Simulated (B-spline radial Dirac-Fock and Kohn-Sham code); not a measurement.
**Electron momentum distribution of Mo⁴⁺: Compton profiles**

System: molybdenum as Mo⁴⁺ in the configuration 1s2 2s2 2p6 3s2 3p6 3d10 4s2 4p6 4d2.

Model: the impulse approximation on configuration-average Dirac-Fock orbitals. Program: a radial finite-basis atomic code. pz is in atomic units of momentum; subshell profiles are per electron, for a selection of subshells; open shells are spread over both j values by their weights.

```csv
pz,J total,J 2s1/2,J 4p3/2,J 4d3/2,J 4d5/2
0.8,4.707,0.0710,0.265,0.256,0.257
1,4.369,0.0705,0.238,0.240,0.241
1.2,3.984,0.0698,0.204,0.216,0.216
1.4,3.587,0.0691,0.166,0.185,0.185
1.6,3.210,0.0682,0.129,0.152,0.151
1.8,2.877,0.0672,0.0961,0.120,0.119
2,2.599,0.0662,0.0688,0.0913,0.0902
2.5,2.120,0.0631,0.0275,0.0418,0.0409
3,1.842,0.0596,0.0133,0.0175,0.0170
4,1.464,0.0516,0.0103,0.00410,0.00404
5,1.137,0.0431,0.00856,0.00306,0.00309
7,0.6639,0.0271,0.00266,0.00253,0.00252
10,0.3372,0.0109,0.000462,0.00101,0.000994
15,0.1426,0.00238,0.000363,0.000169,0.000163
20,0.07007,0.00169,0.000186,3.14e-05,2.98e-05
30,0.02270,0.00129,3.24e-05,1.81e-06,1.66e-06
40,0.009264,0.000640,6.40e-06,< 1e-6,< 1e-6
60,0.002116,0.000142,< 1e-6,< 1e-6,< 1e-6
100,0.0002303,1.34e-05,< 1e-6,< 1e-6,< 1e-6
```

Task: What is the peak value J(0), and which subshell contributes most to it?

Result: J(0) = 5.292. The 4p3/2 subshell gives the largest part, 22 %.

Mean momentum ⟨p⟩ by subshell (a.u.): 1s1/2 37.4, 2s1/2 13.0, 2p1/2 17.5, 2p3/2 16.9, 3s1/2 6.01, 3p1/2 7.17, 3p3/2 6.99, 3d3/2 8.16, 3d5/2 8.09, 4s1/2 2.50, 4p1/2 2.73, 4p3/2 2.68, 4d3/2 2.54, 4d5/2 2.52.

Values without a named source are computed, but for edge energies of neutral atoms, which are taken from tables.
